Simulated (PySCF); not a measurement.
Si(OH)3(SiH3), SMILES O[Si](O)(O)[SiH3] (H6O3Si2), B3LYP/def2-SVP optimised geometry.

```
11

O      0.35     1.80    -1.41
Si    -0.09     1.04     0.00
O     -1.75     1.03     0.12
O      0.55     1.89     1.29
Si     0.73    -1.15     0.00
H      0.85     2.62    -1.31
H     -2.23     1.46    -0.59
H     -0.10     2.24     1.91
H      2.23    -1.15     0.00
H      0.26    -1.89    -1.21
H      0.26    -1.89     1.21
```

Density from PySCF 2.14.0 with B3LYP/def2-TZVP at that geometry.

Minimum of the electron density along straight lines between bonded atoms, close to the bond critical point (lines longer than 1.1 times the sum of covalent radii, or with two minima, are not listed):

```
bond     length / Å  ρ at the minimum / e bohr⁻³  ∇²ρ there / e bohr⁻⁵  position (fraction from the first atom)
-------  ----------  ---------------------------  --------------------  ---------------------------------------
O1–Si2        1.667                        0.134                  0.73                                     0.59
Si2–O3        1.667                        0.134                  0.73                                     0.41
Si2–O4        1.667                        0.134                  0.73                                     0.41
Si2–Si5       2.340                        0.100                   [?]                                     0.56
O1–H6         0.965                        0.350                 -2.35                                     0.80
O3–H7         0.965                        0.350                 -2.35                                     0.80
O4–H8         0.965                        0.350                 -2.35                                     0.80
Si5–H9        1.494                        0.118                  0.15                                     0.49
Si5–H10       1.494                        0.118                  0.15                                     0.49
Si5–H11       1.494                        0.118                  0.15                                     0.49
```

**Question.** What belongs in the gaps?

**Answer.** 
- Si2–Si5, ∇²ρ there / e bohr⁻⁵: -0.20
